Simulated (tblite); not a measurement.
Start geometry of `C[Si]([SiH3])([SiH3])[SiH2]OC=O` from a force field or distance geometry (Å):
```
atom  x, y, z in Å
C1    -1.2189    1.8461    0.8576
Si2   -0.7144    0.1745    0.1816
Si3   -2.1594   -0.3250   -1.4388
Si4   -0.8150   -1.4208    1.7119
Si5    1.2632    0.3820   -0.7664
O6     2.5967   -0.0140    0.2700
C7     3.7759   -0.4809   -0.3030
O8     3.9368   -0.6367   -1.5300
H9    -0.3277    2.3982    1.2238
H10   -2.0281    1.7447    1.6151
H11   -1.6368    2.3862   -0.0234
H12   -1.7318    0.4053   -2.6320
H13   -3.4737    0.2078   -1.0351
H14   -2.1629   -1.7791   -1.6577
H15   -2.0473   -1.2256    2.5406
H16    0.3374   -1.4302    2.6429
H17   -0.9899   -2.7559    1.0951
H18    1.3819   -0.5327   -1.9311
H19    1.4198    1.7837   -1.2294
H20    4.5889   -0.7170    0.4052
```

**Question.** What comes out of this run: tblite 0.8.0, GFN2-xTB geometry optimisation, gas phase?

**Answer.** 
```
atom  x, y, z in Å
C1    -1.4105    2.0394    0.6595
Si2   -0.6142    0.3395    0.2522
Si3   -1.9142   -0.6651   -1.4339
Si4   -0.6051   -0.9163    2.2427
Si5    1.5367    0.7826   -0.5026
O6     1.8699   -0.8629   -0.7294
C7     3.0187   -1.2663   -1.1929
O8     3.9318   -0.5602   -1.4982
H9    -0.8552    2.5705    1.4273
H10   -2.4259    1.9143    1.0225
H11   -1.4557    2.6852   -0.2129
H12   -1.9881    0.1228   -2.6704
H13   -3.3045   -0.8960   -1.0261
H14   -1.3738   -1.9748   -1.8111
H15   -1.9363   -1.4139    2.6088
H16   -0.1266   -0.1616    3.4071
H17    0.2576   -2.0956    2.1325
H18    1.7618    1.4376   -1.7952
H19    2.5773    1.3011    0.3909
H20    3.0513   -2.3697   -1.2737
```

The energy falls by 1.195 eV over 247 L-BFGS steps, the largest force on an atom goes from 4.11 to 0.009 eV/Å, and the atoms move by 1.218 Å rms after alignment. The bond that changes most is Si2–Si4 (four-coordinate silicon to SiH3 silicon), which lengthens by 0.141 Å. Bonds longer at the end by more than 0.005 Å: 5 of 19; shorter: 12. Among the angles that change most is Si2–Si5–O6, from 114.3° to 92.3°. Among the dihedrals that turn most is Si4–Si2–Si5–H19, from -153° to -48°. Rotational constants go from 1372, 541.6, 485.0 to 1188, 568.8, 518.9 MHz. The orientation of the end geometry is arbitrary; only internal coordinates are fixed.

The run took 2.6 s wall on one thread of an Arm Neoverse V2, shared host with 192 logical CPUs at a one-minute load of 470.

Its GFN2-xTB frequencies are all real (lowest 26 cm⁻¹). One conformer, not necessarily the lowest. 3 starts were optimised and ended at 0.00, 0.01 and 0.13 kcal/mol (GFN2-xTB); the lowest of these is shown.

These are computed values.
